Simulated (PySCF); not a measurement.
**Chlorine: a sound run and one with changed settings**

Sound run: Cl²⁺ [Ne] 3s2 3p3, Cl³⁺ [Ne] 3s2 3p2. Calculation: PySCF 2.14, in x2c-TZVPall; the spin-free X2C one-electron Hamiltonian (Gaussian nucleus). The sound run starts from symmetry-adapted Hartree-Fock orbitals and uses a fine grid where one is needed.

Changed run: 14 angular points. This setting is unsound on purpose.

```
species  method  sound run (hartree)  changed run (hartree)  converged
   Cl²⁺     UHF           -459.62612             -459.62612        yes
   Cl²⁺    MN15           -460.28173             -460.28173        yes
   Cl²⁺    TPSS           -460.23503             -460.23503        yes
   Cl³⁺     UHF           -458.19499             -458.19499        yes
   Cl³⁺    MN15           -458.82256             -458.82156        yes
   Cl³⁺    TPSS           -458.77807             -458.77952        yes
```

Ionisation energy of Cl²⁺:

| method | sound run (eV) | changed run (eV) |
| --- | --- | --- |
| UHF | 38.943 | 38.943 |
| MN15 | 39.706 | 39.733 |
| TPSS | 39.646 | 39.606 |

A coarse angular grid integrates products of high-l functions wrongly, so density functionals can shift, and the SCF can exploit the error; Hartree-Fock and MP2 need no grid.

For comparison, NIST gives 39.8 ± 0.11 eV between the lowest levels.
